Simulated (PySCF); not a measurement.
H₄Ge (SMILES [GeH4]), singlet, geometry from GFN2-xTB. Base run: B3LYP/STO-3G in PySCF.

The PySCF input:
```python
from pyscf import gto, scf, dft

mol = gto.Mole()
mol.atom = '''
    Ge    0.000000   -0.000000    0.000000
    H    -0.590070   -0.864825   -1.049661
    H     0.555123   -0.846366    1.083234
    H    -1.048727    0.888596    0.555392
    H     1.083674    0.822595   -0.588965
'''
mol.basis = 'sto-3g'
mol.charge = 0
mol.spin = 0
mol.verbose = 4
mol.build()

mf = dft.RKS(mol)
mf.xc = 'b3lyp'
mf.kernel()
```

Each row names what was changed in the base input (with any setting that the change needs).

| change | ΔE vs base (µEh) | grid points | electrons on the grid | outcome |
|---|---|---|---|---|
| base | 0.0 | 59872 | 36.00000 | converged |
| grids.prune = dft.gen_grid.treutler_prune | -6.6 | 53600 | 36.00000 | converged |
| grids.atom_grid = (150, 974) | 0.2 | 403384 | 36.00000 | converged |
| grids.atom_grid = (50, 194) | -149 | 32792 | 35.99998 | converged |
| grids.level = 7 | 0.2 | 287560 | 36.00000 | converged |
| grids.atom_grid = (75, 302) | 1.6 | 72392 | 36.00000 | converged |
| grids.level = 1 | -4.8 | 17304 | 35.99997 | converged |
| grids.level = 2 | 0.7 | 34528 | 36.00000 | converged |
| grids.level = 4 | 0.2 | 93024 | 36.00000 | converged |
| grids.prune = dft.gen_grid.sg1_prune | - | - | - | input refused |
| grids.prune = off | 0.0 | 99464 | 36.00000 | converged |

- grids.prune = dft.gen_grid.sg1_prune: ended with `IndexError: index 32 is out of bounds for axis 0 with size 19`
